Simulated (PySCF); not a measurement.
A structure optimised at PBE-D3(BJ)/def2-SVP, used in a PySCF frequency run:

```
Al
Br 1 2.2484
Br 1 2.2484 2 120.00
Br 1 2.2484 2 120.00 3 180.00
```
Charge 0, spin multiplicity 1.

### Question
Write its SMILES, formula and point group.

### Answer
[Br][Al]([Br])[Br], AlBr3, D3h

### Question
What are its rotational constants (standard atomic weights)?

### Answer
0.83407, 0.83407, 0.41703 GHz
